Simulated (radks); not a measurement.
Spherical quantum dot in the effective-mass picture: electrons in a parabolic well V = omega^2 r^2 / 2 with omega = 0.61, with a point charge +1 (a donor) at the centre, all in effective atomic units (hartree* = m*/eps^2 hartree, bohr* = eps/m* bohr), one dielectric constant everywhere. Method: non-relativistic Kohn-Sham, PBEsol, spin-polarised, spherical densities; computed with a radial shooting solver with Libxc functionals. Levels are named by radial order and angular momentum (1s, 1p, 1d, 2s, ...), and open shells are averaged over m.

N = 22, configuration 1s2 1p6 1d10 2s2 1f(up 2, down 0). This is the lowest configuration that the search found. Occupied and some empty levels:

level,occupation,eigenvalue (hartree*),<r> (bohr*)
1s up,1,7.5668,1.829
1s down,1,7.5707,1.801
1p up,3,7.9118,2.824
1p down,3,7.9257,2.800
2s up,1,8.1001,2.671
2s down,1,8.1144,2.679
1d up,5,8.1979,3.230
1d down,5,8.2165,3.217
1f up,2,8.5126,3.522
1f down,0,8.5338,3.515
2p up,0,8.6039,2.997
2p down,0,8.6166,3.005
1g up,0,8.8580,3.763
1g down,0,8.8805,3.761
2d up,0,9.0097,3.354
2d down,0,9.0229,3.358

Energy (hartree*): total 107.368, kinetic 11.555, external 30.549, Hartree 72.919, exchange-correlation -7.6560.
